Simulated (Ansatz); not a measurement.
The cluster In₂O₄H₂, relaxed as a singlet with RKS B3LYP-D4/def2-SVP in Ansatz, starting from the GFN2-xTB geometry. Force threshold 0.02 eV/Å.

In the def2 sets In takes a core potential; there is no spin–orbit coupling. The structure holds 2 bonds between oxygen atoms, so isomers without such links may lie far lower. Another isomer (singlet) lies 3.64 eV lower at PBE0-D4/def2-TZVP; other spin states weren't run for this one.

Start:

| atom | x (Å) | y (Å) | z (Å) |
| --- | --- | --- | --- |
| In1 | -0.683 | 0.730 | -0.300 |
| In2 | 1.458 | -1.745 | 0.647 |
| O3 | 0.574 | 0.558 | 1.423 |
| O4 | 1.661 | 0.944 | 0.607 |
| O5 | 1.403 | 0.464 | -0.696 |
| O6 | -0.975 | -1.275 | -0.327 |
| H7 | -1.651 | 2.016 | -0.734 |
| H8 | -1.786 | -1.691 | -0.620 |

Q: Estimate the energy that the relaxation releases and the steps that it takes.

A: 0.23 eV, in 8 steps; 44 s on 4 threads of Intel Xeon on a shared host. No frequencies were taken in this run, so the end may be a saddle point.

Q: Does the start keep its bonding and symmetry?

A: Bonds formed: In2–O6 (atoms count from 1). Point group Cs at the start, Cs at the end, both within 0.05 Å.

Q: Predict the relaxed structure.

A: 
```xyz
8

In   -0.660    0.826   -0.295
In    1.264   -1.763    0.572
O     0.617    0.547    1.433
O     1.788    0.930    0.657
O     1.440    0.453   -0.673
O    -0.919   -1.239   -0.305
H    -1.824    1.963   -0.799
H    -1.708   -1.717   -0.590
```
Bond lengths (bridged metal pairs left out): 4 × In–O 2.08 to 2.41 Å; 2 × O–O 1.46 Å; 1 × H–O 0.97 Å; 1 × H–In 1.70 Å.
